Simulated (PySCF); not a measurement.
Compound: C₆H₁₄FNSi.
Numbering: `[CH3:1][NH:2][Si@@H:3]1[CH2:4][CH2:5][C@H:6]1[C@@H:7]([CH3:8])[F:9]` (hydrogens: H10, H11, H12 on C1; H13 on N2; H14 on Si3; H15, H16 on C4; H17, H18 on C5; H19 on C6; H20 on C7; H21, H22, H23 on C8)

Geometry (GFN2-xTB, Å), atoms numbered from 1 in this order:
```xyz
23
C6H14FNSi angstrom
C     -2.6055    1.1993    0.6573
N     -2.2382   -0.0427    0.0139
Si    -0.7557   -0.2404   -0.8312
C     -0.3102   -2.0543   -1.1741
C      1.0200   -1.8854   -0.4167
C      0.7699   -0.5323    0.2847
C      1.9249    0.4423    0.2282
C      1.5739    1.8137    0.7852
F      2.9939   -0.0613    0.9688
H     -3.0042    1.9369   -0.0472
H     -1.7218    1.6214    1.1294
H     -3.3573    1.0104    1.4246
H     -3.0466   -0.5135   -0.3651
H     -0.4882    0.6924   -1.9404
H     -0.1854   -2.3648   -2.2071
H     -0.9620   -2.7776   -0.6903
H      1.2414   -2.6985    0.2727
H      1.8530   -1.8010   -1.1140
H      0.5139   -0.6904    1.3342
H      2.3102    0.5309   -0.7964
H      2.4596    2.4446    0.8089
H      1.1904    1.7161    1.7985
H      0.8191    2.2810    0.1590
```

Computed at PBE0/pcSseg-1 (PySCF, non-relativistic), with Q(14N) = 0.02044 b: N2, 14N (I = 1): χzz = -4.961 MHz, η = 0.380.

(1) Where would the pure quadrupole (NQR) lines of 14N at N2 fall for the rigid, isolated species?

Results:

(1) From ν± = (3/4)|χ|(1 ± η/3) and ν0 = |χ|η/2: ν+ 4.192 MHz, ν− 3.249 MHz, ν0 0.942 MHz (silicon-bound nitrogen).

In a crystal, neighbours and librations shift these lines. GFN2-xTB bond lengths can be off by several hundredths of an ångström, more for odd bonds, and the gradients follow them. With a basis this small, the couplings can be 20 % off.

One conformer stands for the species.
